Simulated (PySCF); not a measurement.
## Removal energies of Rb⁻ from EOM-IP-GCCSD

Reference: closed-shell Rb⁻, [Kr] 5s2; one electron is removed. Calculated with PySCF 2.14, two-component X2C-1e with screened spin-orbit coupling, x2c-TZVPPall-2c with one added diffuse shell each of s, p, d, f type (9s10p8d3f1g, 109 functions); frozen [Ar]; the 6 highest virtual spinors dropped; of the others 110 kept and the rest restored at second order. No Breit or QED terms. Binding energies in eV.

| level | Koopmans | second order | EOM-CCSD | experiment |
| --- | --- | --- | --- | --- |
| 4s1/2 | 39.344 | 32.218 | 33.642 | n/a |
| 4p1/2 | 19.399 | 17.231 | 17.633 | n/a |
| 4p3/2 | 18.401 | 16.340 | 16.726 | n/a |
| 5s1/2 | 0.210 | 0.580 | 0.559 | 0.486 |

In EOM-CCSD the overlap with the one-orbital guess is low for 4s1/2 (weight 0.67), 4p1/2 (weight 0.80), 4p3/2 (weight 0.78). That can mean mixing with two-hole, one-particle states, where second order and EOM-CCSD lose accuracy, or only a rotation among the degenerate components of the shell; the terms of those configurations are not listed.

Where second order misses EOM-CCSD by more than 1 eV, it overshoots the relaxation and correlation of that hole or particle, which higher orders damp.
